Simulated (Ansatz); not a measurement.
Geometry optimisation, Ansatz, DFT PBE, scalar-relativistic, plane waves, PAW.

The input (input.yaml):

```yaml
crystal:
  lattice:
    - [5.727565, 0.0, 0.0]
    - [2.863782, 4.960217, 0.0]
    - [0.0, 0.0, 18.014806]
  atoms:
    - { symbol: Al, position: [0.0, 0.0, 0.0555099] }
    - { symbol: Al, position: [0.5, 0.0, 0.0555099] }
    - { symbol: Al, position: [0.0, 0.5, 0.0555099] }
    - { symbol: Al, position: [0.5, 0.5, 0.0555099] }
    - { symbol: Al, position: [0.1666667, 0.1666667, 0.1853069] }
    - { symbol: Al, position: [0.6666667, 0.1666667, 0.1853069] }
    - { symbol: Al, position: [0.1666667, 0.6666667, 0.1853069] }
    - { symbol: Al, position: [0.6666667, 0.6666667, 0.1853069] }
    - { symbol: Al, position: [-0.1666667, 0.3333333, 0.315104] }
    - { symbol: Al, position: [0.3333333, 0.3333333, 0.315104] }
    - { symbol: Al, position: [-0.1666667, 0.8333333, 0.315104] }
    - { symbol: Al, position: [0.3333333, 0.8333333, 0.315104] }
    - { symbol: Al, position: [0.0, 0.0, 0.444901] }
    - { symbol: Al, position: [0.5, 0.0, 0.444901] }
    - { symbol: Al, position: [0.0, 0.5, 0.444901] }
    - { symbol: Al, position: [0.5, 0.5, 0.444901] }
    - { symbol: O, position: [0.0135393, 0.00242, 0.5509249] }
    - { symbol: H, position: [0.0738499, -0.0316671, 0.6025491] }
basis:
  ecutwfc: 420.0
kpoints:
  mp_grid: { grid: [2, 2, 1] }
hamiltonian:
  xc: pbe
  pseudopotentials: { kind: paw, azcp: { folder: soft_1 } }
scf:
  occupations: { method: fermi_dirac, width: 0.15 }
  lower_state_search: "off"
relax:
  f_tol: 0.08
  max_steps: 25
  adjacent_minimum: "off"
  constraints: [{ sites: [0, 1, 2, 3] }]
```

Launched with:

```bash
$ ansatz run input.yaml --threads 1 --pin off --max-ram 3072MiB --backend cpu --events-out ev --progress --plain --runs-dir out
```

Problem. Where does it end, and by what steps?

Solution. The forces met the threshold. Limits of this set-up: coarse k mesh, thin slab, slab without dipole correction, odd electron count without spin. After 8 steps the energy has fallen by 0.909 eV; Al13 moved furthest, 0.79 Å.

```json
{"step": "0", "energy less start (eV)": "0.0000", "largest force component (eV/Å)": "2.488", "accepted": "yes"}
{"step": "1", "energy less start (eV)": "-0.4122", "largest force component (eV/Å)": "2.115", "accepted": "yes"}
{"step": "2", "energy less start (eV)": "-0.6462", "largest force component (eV/Å)": "0.813", "accepted": "yes"}
{"step": "3", "energy less start (eV)": "-0.7351", "largest force component (eV/Å)": "0.416", "accepted": "yes"}
{"step": "4", "energy less start (eV)": "-0.8031", "largest force component (eV/Å)": "0.298", "accepted": "yes"}
{"step": "5", "energy less start (eV)": "-0.8503", "largest force component (eV/Å)": "0.402", "accepted": "yes"}
{"step": "6", "energy less start (eV)": "-0.8972", "largest force component (eV/Å)": "0.270", "accepted": "yes"}
{"step": "7", "energy less start (eV)": "-0.9059", "largest force component (eV/Å)": "0.129", "accepted": "yes"}
{"step": "8", "energy less start (eV)": "-0.9086", "largest force component (eV/Å)": "0.023", "accepted": "yes"}
```

```xyz
18
Lattice="5.7276 0.0000 0.0000 2.8638 4.9602 0.0000 0.0000 0.0000 18.0148" Properties=species:S:1:pos:R:3
Al 0.000 0.000 1.000
Al 2.864 0.000 1.000
Al 1.432 2.480 1.000
Al 4.296 2.480 1.000
Al 1.439 0.832 3.350
Al 4.282 0.834 3.349
Al 2.863 3.298 3.350
Al 5.722 3.310 3.378
Al -0.004 1.621 5.525
Al 2.861 1.655 5.516
Al 1.458 4.153 5.525
Al 4.263 4.152 5.537
Al -0.026 0.016 8.808
Al 2.847 0.007 8.012
Al 1.424 2.485 7.990
Al 4.281 2.491 8.012
O -0.153 0.086 10.537
H 0.505 -0.285 11.141
```

The run took 48 s on 1 thread of Intel(R) Xeon(R) Platinum 8488C (Sapphire Rapids), with other jobs on the host, peak memory 0.65 GiB.
